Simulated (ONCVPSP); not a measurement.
## iron, ONCV: configuration errors across variants

| Quantity | Value |
| --- | --- |
| Element | iron |
| Generator | ONCVPSP 4.0.1 |
| Type | optimised norm-conserving Vanderbilt (ONCV) |
| Functional | PBEsol |
| Relativity | scalar-relativistic |
| Frozen core | [Ne] |
| Valence charge | 16 |
| Reference configuration | 3s2 3p6 3d6 4s0.5 (charge +1.5) |
| Partial waves | 3s+4s: rc 1.35 bohr, ncon 4, nbas 8, qcut 7.5 1/bohr, 2 projectors; 3p: rc 0.90 bohr, ncon 4, nbas 8, qcut 8.8 1/bohr, 2 projectors, debl 3 Ha; 3d: rc 1.50 bohr, ncon 4, nbas 9, qcut 9.4 1/bohr, 3 projectors, debl 0.8 Ha |
| Local potential | polynomial inside 0.80 bohr (lpopt 5, dvloc0 0 Ha) |
| Core correction | Teter function, fcfact 4, rcfact 1.3 |

All-electron excitation energies from the reference (eV): (1) 3s2 3p6 3d6 4s2 -15.845; (2) 3s2 3p6 3d6 4s1 -7.100; (3) 3s2 3p6 3d6 4s0 9.016; (4) 3s2 3p6 3d5 4s0 43.204.

2 further variants failed, have other tests or another functional or relativity, and are left out.

Errors AE − PS in meV (a dash: test not solved or not reliable):

| change | (1) | (2) | (3) | (4) | bound ghosts | GHOST(+) flags above zero |
| --- | --- | --- | --- | --- | --- | --- |
| base | +4.3 | +1.0 | -0.2 | +53 | none | none |
| core correction Teter function, fcfact 4, rcfact 1.02 | +4.4 | +1.0 | -0.2 | +53 | none | none |
| p: rc 1.18 | +4.3 | +1.0 | -0.2 | +53 | none | none |
| core correction Teter function, fcfact 1.5, rcfact 1.3 | +4.4 | +1.0 | -0.2 | +53 | none | none |

(1) Give the same row for: s: rc 2.02.

## Answers

(1) +4.2, +1.0, -0.5, +53; bound ghosts: none; GHOST(+) flags above zero: none.
